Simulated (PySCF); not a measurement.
## Electronic absorption of C6H12O

Species: C6H12O.
Structure used (PBE0-D3(BJ)/def2-SVP), in Å, numbered top down from 1:
```xyz
19
C6H12O angstrom
O      2.4336    0.7614   -0.0330
C      1.1241    0.3575    0.2804
C      0.0752    1.2468   -0.3800
C     -1.3451    0.8140   -0.0309
C     -1.5794   -0.6546   -0.3711
C     -0.5389   -1.5494    0.2952
C      0.8794   -1.1105   -0.0548
H      2.5444    0.6684   -0.9858
H      1.0394    0.4796    1.3755
H      0.2176    1.1901   -1.4767
H      0.2593    2.2941   -0.0931
H     -1.5143    0.9672    1.0503
H     -2.0773    1.4538   -0.5490
H     -2.5959   -0.9605   -0.0756
H     -1.5220   -0.7862   -1.4670
H     -0.6711   -1.5045    1.3914
H     -0.6939   -2.6025    0.0112
H      1.0497   -1.2489   -1.1402
H      1.6307   -1.7280    0.4623
```

Computed, not measured: TDDFT B3LYP/def2-SVPD, vertical, gas phase, core orbitals frozen in the response (PySCF 2.14.0, density-fitted response routines).

Task: Predict the UV-vis stick spectrum at this level.

Result: 

```json
{"state": "S1", "λ (nm)": "184.7", "E (eV)": "6.71", "f": "0.012", "|μ| (D)": "0.67", "symmetry": "A″", "main configurations (H = HOMO, L = LUMO)": "H→L (74%), H→L+1 (22%)"}
{"state": "S2", "λ (nm)": "173.9", "E (eV)": "7.13", "f": "0.0006", "|μ| (D)": "0.14", "symmetry": "–", "main configurations (H = HOMO, L = LUMO)": "H→L+1 (75%), H→L (22%)"}
{"state": "S3", "λ (nm)": "167.2", "E (eV)": "7.42", "f": "0.011", "|μ| (D)": "0.62", "symmetry": "A″", "main configurations (H = HOMO, L = LUMO)": "H→L+2 (95%)"}
{"state": "S4", "λ (nm)": "161.3", "E (eV)": "7.68", "f": "0.014", "|μ| (D)": "0.69", "symmetry": "A′", "main configurations (H = HOMO, L = LUMO)": "H→L+3 (98%)"}
{"state": "S5", "λ (nm)": "155.8", "E (eV)": "7.96", "f": "0.026", "|μ| (D)": "0.94", "symmetry": "A′", "main configurations (H = HOMO, L = LUMO)": "H-1→L (90%)"}
{"state": "S6", "λ (nm)": "152.2", "E (eV)": "8.15", "f": "0.014", "|μ| (D)": "0.67", "symmetry": "A′", "main configurations (H = HOMO, L = LUMO)": "H-1→L+1 (90%)"}
{"state": "S7", "λ (nm)": "151.0", "E (eV)": "8.21", "f": "0.0079", "|μ| (D)": "0.50", "symmetry": "A″", "main configurations (H = HOMO, L = LUMO)": "H→L+4 (86%)"}
{"state": "S8", "λ (nm)": "147.9", "E (eV)": "8.38", "f": "0.0007", "|μ| (D)": "0.15", "symmetry": "–", "main configurations (H = HOMO, L = LUMO)": "H-2→L (93%)"}
{"state": "S9", "λ (nm)": "146.6", "E (eV)": "8.46", "f": "0.011", "|μ| (D)": "0.60", "symmetry": "A′", "main configurations (H = HOMO, L = LUMO)": "H-1→L+2 (93%)"}
{"state": "S10", "λ (nm)": "146.1", "E (eV)": "8.49", "f": "0.0084", "|μ| (D)": "0.51", "symmetry": "A′", "main configurations (H = HOMO, L = LUMO)": "H-3→L (64%), H-3→L+1 (32%)"}
```

Triplets (Tamm–Dancoff): T1 6.50 eV, H→L (64%), H→L+1 (27%); T2 7.04 eV, H→L+1 (65%), H→L (31%); T3 7.33 eV, H→L+2 (91%); T4 7.61 eV, H→L+3 (93%).

The lowest singlet lies at 6.71 eV (185 nm, vacuum ultraviolet) and is weak; its leading configuration is HOMO→LUMO (74%). The most intense listed level is S5 at 7.96 eV (156 nm, f = 0.026), 1.24 eV above S1. Löwdin shares by element: HOMO oxygen 50%, carbon 32% or more (atoms not listed hold the other 19%); LUMO hydrogen 31% or more, oxygen 15% (atoms not listed hold the other 54%). The listed states span 1.78 eV, and the widest gap between neighbours is 0.41 eV (S1 to S2). Of the 10 states listed, 6 reach f = 0.01 and none stays under 0.0005. Weighted by f, the mean energy of these states is 7.87 eV. The vertical ionisation energy (ΔSCF) is 9.61 eV, 1.12 eV above S10. Symmetry labels in Cs follow from the direction of the transition dipole and are given only for states with f of 0.002 or more. Singlets were solved by full linear response, triplets in the Tamm–Dancoff approximation.

The run took 2.4 min of wall time on Arm Neoverse V1, one thread (shared host).

One conformer stands for the species.
